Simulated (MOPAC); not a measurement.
MOPAC input (PM7):

```
PM7 FORCE THERMO(298,298) PRECISE LET CHARGE=1 GEO-OK AUX(PRECISION=9) THREADS=1
H2BO2

O     1.16220881 1    0.17909039 1   -0.38773534 1
B     0.01045563 1   -0.00110897 1    0.02849847 1
O    -1.14138826 1   -0.18152358 1    0.44434227 1
H     2.03488188 1    0.31520206 1   -0.70234231 1
H    -2.01394219 1   -0.31701347 1    0.75953873 1
```

From the last part of the output:

```
     H    5   0.155424   0.743889   2.905712   0.070237   3.549266

          HEAT OF FORMATION =      48.917578 KCALS/MOLE

          ZERO POINT ENERGY      13.588 KCAL/MOL

           NORMAL COORDINATE ANALYSIS (Total motion = 1 Angstrom)

   Root No.       1         2         3         4         5         6         7         8

                 1 Pig     1 Pig     1 Piu     1 Piu     2 Piu     2 Piu     1 Sig     1 Siu

                 199.6     199.6     247.8     247.8     381.1     381.1     996.2    1839.9

           1    0.0000   -0.0000    0.0000   -0.0000    0.0000   -0.0000   -0.2482   -0.1750
           2   -0.0498    0.0002   -0.1072   -0.0009   -0.0008    0.0000   -0.0000   -0.0000
           3   -0.0002   -0.0498    0.0009   -0.1072   -0.0000   -0.0008    0.0000    0.0000
           4    0.0000   -0.0000   -0.0000    0.0000    0.0000   -0.0000   -0.0000    0.5294
           5    0.0000   -0.0000    0.2690    0.0022   -0.0829    0.0017    0.0000    0.0001
           6    0.0000    0.0000   -0.0022    0.2690   -0.0017   -0.0829    0.0000   -0.0000
           7   -0.0000    0.0000    0.0000   -0.0000    0.0000   -0.0000    0.2482   -0.1750
           8    0.0498   -0.0002   -0.1072   -0.0009   -0.0008    0.0000    0.0000   -0.0001
           9    0.0002    0.0498    0.0009   -0.1072   -0.0000   -0.0008   -0.0000    0.0000
          10   -0.0001    0.0000   -0.0000    0.0000   -0.0001    0.0000   -0.2518   -0.0603
          11    0.4502   -0.0018    0.2583    0.0021    0.4576   -0.0092   -0.0000    0.0000
          12    0.0018    0.4502   -0.0021    0.2583    0.0092    0.4576    0.0000    0.0000
          13    0.0001   -0.0000   -0.0000    0.0000   -0.0001    0.0000    0.2518   -0.0603
          14   -0.4502    0.0018    0.2583    0.0021    0.4576   -0.0092    0.0000   -0.0001
          15   -0.0018   -0.4502   -0.0021    0.2583    0.0092    0.4576   -0.0000    0.0000

   Root No.       9        10

                 2 Siu     2 Sig

                2482.0    2530.0

           1   -0.0247   -0.0300
           2    0.0000   -0.0000
           3    0.0000   -0.0000
           4   -0.0142   -0.0000
           5   -0.0000    0.0000
           6    0.0000    0.0000
           7   -0.0247    0.0300
           8   -0.0000    0.0000
           9   -0.0000    0.0000
          10    0.4682    0.4700
          11    0.0001    0.0001
          12   -0.0000   -0.0001
          13    0.4682   -0.4700
          14    0.0001   -0.0001
          15   -0.0000    0.0001

           MASS-WEIGHTED COORDINATE ANALYSIS (NORMAL COORDINATES)

   Root No.       1         2         3         4         5         6         7         8

                 1 Pig     1 Pig     1 Piu     1 Piu     2 Piu     2 Piu     1 Sig     1 Siu

                 199.6     199.6     247.8     247.8     381.1     381.1     996.2    1839.9

           1    0.0000   -0.0000    0.0001   -0.0000    0.0000   -0.0000   -0.6852   -0.3493
           2   -0.2854    0.0037   -0.3782   -0.0024   -0.0047    0.0000   -0.0001   -0.0000
           3   -0.0037   -0.2854    0.0024   -0.3782   -0.0000   -0.0047    0.0000    0.0000
           4    0.0000   -0.0000   -0.0001    0.0001    0.0001   -0.0000   -0.0000    0.8684
           5    0.0000   -0.0000    0.7805    0.0049   -0.3868    0.0029    0.0000    0.0001
           6    0.0000    0.0000   -0.0049    0.7805   -0.0029   -0.3868    0.0000   -0.0001
           7   -0.0000    0.0000    0.0001   -0.0000    0.0000   -0.0000    0.6852   -0.3493
           8    0.2854   -0.0037   -0.3782   -0.0024   -0.0047    0.0000    0.0001   -0.0001
           9    0.0037    0.2854    0.0024   -0.3782   -0.0000   -0.0047   -0.0000    0.0000
          10   -0.0001    0.0001   -0.0000    0.0000   -0.0001    0.0001   -0.1745   -0.0302
          11    0.6469   -0.0084    0.2288    0.0014    0.6520   -0.0049   -0.0000    0.0000
          12    0.0084    0.6469   -0.0014    0.2288    0.0049    0.6520    0.0000    0.0000
          13    0.0001   -0.0001   -0.0000    0.0000   -0.0001    0.0001    0.1745   -0.0302
          14   -0.6469    0.0084    0.2288    0.0014    0.6520   -0.0049    0.0000   -0.0000
          15   -0.0084   -0.6469   -0.0014    0.2288    0.0049    0.6520   -0.0000    0.0000

   Root No.       9        10

                 2 Siu     2 Sig

                2482.0    2530.0

           1   -0.1450   -0.1745
           2    0.0000   -0.0000
           3    0.0000   -0.0001
           4   -0.0687   -0.0000
           5   -0.0000    0.0000
           6    0.0000    0.0000
           7   -0.1450    0.1745
           8   -0.0001    0.0000
           9   -0.0000    0.0001
          10    0.6904    0.6852
          11    0.0001    0.0001
          12   -0.0000   -0.0001
          13    0.6904   -0.6852
          14    0.0001   -0.0001
          15   -0.0001    0.0001

          DESCRIPTION OF VIBRATIONS

 VIBRATION          2    1Pig        ATOM PAIR     ENERGY CONTRIBUTION    RADIAL
 FREQUENCY           199.63         O 1 -- H 4         +48.8% (100.2%)      0.0%
 TRANSITION DIPOLE   0.0000         O 3 -- H 5         +48.8% (100.2%)      0.0%
 TRAVEL (Ang.)       0.7729         O 1 -- B 2          +1.2% ( 15.7%)      0.0%
 REDUCED MASS        0.5654         B 2 -- O 3          +1.2% ( 15.7%)      0.0%
 EFFECTIVE MASS      2.2317
 FORCE CONSTANT      0.0133

 VIBRATION          4    1Piu        ATOM PAIR     ENERGY CONTRIBUTION    RADIAL
 FREQUENCY           247.81         B 2 -- O 3         +42.7% ( 88.7%)      0.0%
 TRANSITION DIPOLE   3.5298         O 1 -- B 2         +42.7% ( 88.7%)      0.0%
 TRAVEL (Ang.)       0.2413         O 1 -- H 4          +7.3% ( 36.7%)      0.0%
 REDUCED MASS        4.6719         O 3 -- H 5          +7.3% ( 36.7%)      0.0%
 EFFECTIVE MASS     11.6684
 FORCE CONSTANT      0.1690

 VIBRATION          6    2Piu        ATOM PAIR     ENERGY CONTRIBUTION    RADIAL
 FREQUENCY           381.08         O 3 -- H 5         +39.9% ( 48.9%)      0.0%
 TRANSITION DIPOLE   1.1730         O 1 -- H 4         +39.9% ( 48.9%)      0.0%
 TRAVEL (Ang.)       0.5401         B 2 -- O 3         +10.1% ( 24.6%)      0.0%
 REDUCED MASS        0.6065         O 1 -- B 2         +10.1% ( 24.6%)      0.0%
 EFFECTIVE MASS      2.0064
 FORCE CONSTANT      0.0519

 VIBRATION          7    1Sig        ATOM PAIR     ENERGY CONTRIBUTION    RADIAL
 FREQUENCY           996.25         B 2 -- O 3         +27.7% ( 75.5%)    100.0%
 TRANSITION DIPOLE   0.0000         O 1 -- B 2         +27.7% ( 75.5%)    100.0%
 TRAVEL (Ang.)       0.0979         O 3 -- H 5         +22.3% ( 67.6%)    100.0%
 REDUCED MASS        7.0566         O 1 -- H 4         +22.3% ( 67.6%)    100.0%
 EFFECTIVE MASS     17.8843
 FORCE CONSTANT      4.1265

 VIBRATION          8    1Siu        ATOM PAIR     ENERGY CONTRIBUTION    RADIAL
 FREQUENCY          1839.86         O 1 -- B 2         +47.7% ( 89.0%)    100.0%
 TRANSITION DIPOLE   9.7910         B 2 -- O 3         +47.7% ( 89.0%)    100.0%
 TRAVEL (Ang.)       0.0744         O 3 -- H 5          +2.3% ( 19.3%)    100.0%
 REDUCED MASS        6.6241         O 1 -- H 4          +2.3% ( 19.3%)    100.0%
 EFFECTIVE MASS     12.0051
 FORCE CONSTANT     13.2114

 VIBRATION          9    2Siu        ATOM PAIR     ENERGY CONTRIBUTION    RADIAL
 FREQUENCY          2482.01         O 3 -- H 5         +49.7% ( 71.2%)    100.0%
 TRANSITION DIPOLE   3.8524         O 1 -- H 4         +49.7% ( 71.2%)    100.0%
 TRAVEL (Ang.)       0.2398         B 2 -- O 3          +0.3% (  5.4%)    100.0%
 REDUCED MASS        0.4723         O 1 -- B 2          +0.3% (  5.4%)    100.0%
 EFFECTIVE MASS      1.3168
 FORCE CONSTANT      1.7142

 VIBRATION         10    2Sig        ATOM PAIR     ENERGY CONTRIBUTION    RADIAL
 FREQUENCY          2529.99         O 1 -- H 4         +49.4% ( 70.0%)    100.0%
```

The dipole moment of an ion depends on the origin.
